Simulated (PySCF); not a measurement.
Vertical excitations of a molecule C4H10Si2 from PySCF with TDA-ωB97X/def2-SVPD, as energy in eV (oscillator strength): 5.96 (0.002), 6.22 (0.020), 6.28 (0.002), 7.08 (0.049), 7.40 (0.030), 7.81 (0.339). Lowest triplet (TDA): 4.96 eV. Geometry optimised at B3LYP-D3(BJ)/def2-SVP. One conformer was computed; it need not be the lowest.

### Question
Identify the compound among the candidates.
A) C#C[SiH2][SiH2]CC
B) [SiH3]C1=C[C@H]([SiH3])C1
C) [SiH3][Si@@H]1C=CCC1
D) C[C@]1([SiH3])C=C[SiH2]1

### Answer
A, C#C[SiH2][SiH2]CC
